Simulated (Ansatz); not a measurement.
Consider the formal hydrolysis of the Si–C bond: `OC[SiH2][SiH2]O` + H₂O → `O[SiH2][SiH2]O` + CH₃OH.

Gas-phase electronic energies from Ansatz, PBE0-D4/def2-TZVP geometries. CBS: MP2 limit from def2 TZ/QZ plus the TZ coupled-cluster correction, frozen cores. This one scheme is used for every species. Functionals use def2-TZVPP. Each species was taken in one conformer, which may not be the lowest.

CCSD(T)/CBS gives -96.0 kJ/mol.

Q: Another level gave -98.5 kJ/mol. Which?
A. PBE/def2-TZVPP
B. ωB97M-V/def2-TZVPP
C. HF/def2-TZVPP
D. BHLYP-D4/def2-TZVPP

A: B. ωB97M-V -98.5, PBE -90.3, BHLYP-D4 -106.9, HF/def2-TZVPP -118.4 kJ/mol.

Largest T1 diagnostic among the species: 0.012.

From BLYP to BHLYP (50 % exact exchange), in def2-TZVPP and without D4, ΔE moves by −8.8 kJ/mol. In def2-TZVPP, CCSD(T) changes the Hartree–Fock value by +20.9 kJ/mol (the triples alone add +2.7 kJ/mol) and MP2 by +18.7 kJ/mol. Leaving LDA and LC-ωPBE aside and taking each functional with its dispersion term where it has one, the values, not all of them listed here, spread over 21.1 kJ/mol, from BHLYP-D4 to revPBE-D4.
